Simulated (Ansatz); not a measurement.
`N[CH]([SiH3])[InH2]` + `[AsH3]` → `N[CH]([AsH2])[InH2]` + SiH₄  (substitution at a C–Si bond)

Computed with Ansatz on PBE0-D4/def2-TZVP structures; ΔE is electronic, products minus reactants. CCSD(T)/CBS adds triple-zeta CCSD(T) − MP2 to the extrapolated MP2 energy (def2 sets, frozen cores). This one scheme is used for every species. DFT in def2-TZVPP. B3LYP here is the variant with VWN-RPA as its local correlation; programs differ in this. Elements past krypton have def2 core potentials. For As, In outer-core shells are correlated without core-valence functions, which leaves a few kJ/mol of doubt a bond. Scalar relativity is left out up to krypton. Each species was taken in one conformer, which may not be the lowest.

```
         level  ΔE (kJ/mol)
      PBE-QIDH         17.8
        revPBE         19.4
         B3LYP         20.5
CCSD/CBS(def2)         17.3
```

(1) What does CCSD(T)/CBS give? (Best estimate.)

Largest T1 diagnostic among the species: 0.013.

Answers

(1) Computed: +14.7 kJ/mol. The listed levels differ from it by 3.1, 4.7, 5.8, 2.6 kJ/mol.

In def2-TZVPP, CCSD(T) changes the Hartree–Fock value by −10.7 kJ/mol (the triples alone add −2.6 kJ/mol) and MP2 by −14.4 kJ/mol. From BLYP to BHLYP (50 % exact exchange), in def2-TZVPP and without D4, ΔE moves by +4.5 kJ/mol.

CCSD(T)/CBS has its own doubt, a few kJ/mol and more with outer-core shells, so smaller differences from it don't rank the levels.
